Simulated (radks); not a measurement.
Values are calculated unless marked as measured or tabulated.
Numerical settings for neutral potassium, [Ar] 4s1. Level of theory: scalar-relativistic Kohn-Sham, PBE, spin-polarised, spherical densities, point nucleus; open shells are filled with parallel spins first (a radial shooting solver on a logarithmic mesh with Libxc functionals). The defaults (mesh step 0.008 in ln r, mesh end at 40 bohr or more with all orbitals vanishing there, Anderson mixing 0.5 over 9 steps, residual threshold near 1e-9 with the energy settled to 1e-9 hartree or 1e-11 of itself, here a cap of 66 iterations) give E = -602.0924 hartree and 4s at -2.543 eV in 14 iterations. Run on one thread of a shared host, so times are rough (Arm Neoverse V1): 0.14 s of CPU time, 0.14 s wall, 14 iterations on 2669 mesh points. Changes against that run (0 stands for a change within the tolerance of the run):

setting,iterations,converged,E (mhartree),e(4s) (meV),CPU (s)
mesh step in ln r 0.03,14,yes,0,0,0.05
mesh step in ln r 0.2,66,no,-2.9e+06,-6e+05,0.16
mesh step in ln r 0.005,14,yes,0,0,0.22
mesh end (bohr) 5,13,level above zero,+191,+6.33e+03,0.1
mesh end (bohr) 20,14,yes,+0.00149,+0.232,0.14
residual threshold 1e-16,66,no,0,0,0.36
residual threshold 1e-13,22,yes,0,0,0.18
mixing 0.2,18,yes,0,0,0.17
"linear mixing, mixing 0.05",66,no,+0.215,-59.7,0.56
"linear mixing, mixing 0.2",66,no,0,+0.00782,0.5
mixing history 2,22,yes,0,0,0.19
iteration cap 2,2,no,+38.2,-2.39e+03,0.03

Settled on a wrong energy, with an occupied level pushed above zero by the early mesh end: mesh end (bohr) 5 (+0.191 hartree). Apart from these: no run marked as converged misses the energy by more than 1 mhartree. A mesh that ends early acts as a hard wall.
